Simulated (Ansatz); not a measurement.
`[OH][Al]([F])[Br]` + CH₃OH → `C[O][Al]([OH])[F]` + HBr at 700 K and 1 bar (ligand exchange at the Al–Br bond).

Program: Ansatz. Geometries: PBE0-D4/def2-TZVP. ΔE: electronic, gas phase. CCSD(T)/CBS is the MP2 limit (def2-TZVPP, def2-QZVPP) plus CCSD(T) − MP2 in def2-TZVPP, frozen cores. This one scheme is used for every species. For Br outer-core shells are correlated without core-valence functions, which leaves a few kJ/mol of doubt a bond. Scalar relativity is left out up to krypton. Each species was taken in one conformer, which may not be the lowest.

```tsv
species	CCSD(T)/CBS energy (Eh)	H − E (kJ/mol)	S (J/(mol·K))
`[OH][Al]([F])[Br]`	-2991.11301	98.3	397.0
CH₃OH	-115.61712	170.8	288.5
`C[O][Al]([OH])[F]`	-532.79990	226.8	459.2
HBr	-2573.91920	36.5	223.7
```

H − E and S are ideal-gas, rigid-rotor, harmonic terms from PBE0-D4/def2-TZVP, for one conformer and one mirror image of each species. 1 Eh = 2625.50 kJ/mol, R = 8.31446 J/(mol·K).

Problem. By hand: ΔE, ΔH, ΔS and ΔG.

Solution. ΔE = (-532.79990) + (-2573.91920) − (-2991.11301) − (-115.61712) = 0.01103 Eh = 29.0 kJ/mol. Δ(H − E) = 226.8 + 36.5 − 98.3 − 170.8 = -5.8, so ΔH = 23.2 kJ/mol. ΔS = 459.2 + 223.7 − 397.0 − 288.5 = -2.6 J/(mol·K). ΔG = 23.2 − 700 × (-2.6)/1000 = 25.0 kJ/mol.

Problem. By hand: the equilibrium constant, and the temperature at which ΔG would vanish if ΔH and ΔS stayed fixed.

Solution. log₁₀ K = −ΔG/(RT ln 10) = -1.9. ΔH and −TΔS have one sign here, so there is no such temperature. One of them is within its doubt of zero, so this could turn.

The number of gas molecules stays the same, so ΔS is small and ΔH decides. A doubt of 5 kJ/mol in ΔE shifts log₁₀ K by 0.4 here. Other conformers and mirror images would add mixing entropy, several J/(mol·K) or more a flexible species. These are equilibria of isolated gas molecules and say nothing of rates. Largest T1 diagnostic: 0.012 (customary marks: 0.02 for closed shells, 0.045 for open ones).
